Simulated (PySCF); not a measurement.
## Shapes and spin states of WN(OH)

Computed with PBE0/[W def2-TZVP with ECP60, N def2-TZVP, O def2-TZVP, H def2-TZVP], scalar-relativistic core potentials, density fitting, no spin–orbit coupling, PySCF.

Relaxations began from a few typed shapes and spin states; open shells are unrestricted. The search is not exhaustive: other isomers or separated fragments can lie lower, and high-lying points may rest on an excited occupation.

(1) Order these stationary points by electronic energy, lowest first, in kJ/mol from the lowest minimum.
A. triplet Cs: O–H 0.959 Å, W–N 1.660 Å, W–O 1.898 Å; H–O–W 121.6°, N–W–O 109.8°
B. broken-symmetry Ms = 0 (⟨S²⟩ 0.73) Cs: O–H 0.961 Å, W–N 1.655 Å, W–O 1.861 Å; H–O–W 121.0°, N–W–O 106.0°
C. singlet (closed shell, unstable to spin polarisation) Cs: O–H 0.962 Å, W–N 1.653 Å, W–O 1.835 Å; H–O–W 120.6°, N–W–O 103.2°

(2) Which of them are minima?

Answers

(1) A (0.0), B (7.0), C (25.4).

(2) By energy in kJ/mol, 0.0: minimum; 7.0: minimum; 25.4: minimum of the closed-shell surface only.

For the lowest minimum: with open d or f shells other occupations or spin states may lie lower. With an element this heavy the missing spin–orbit coupling can shift these numbers.

The electron or spin density has lower symmetry than the nuclear frame for the broken-symmetry Ms = 0 (⟨S²⟩ 0.73) Cs at 7.0 kJ/mol.
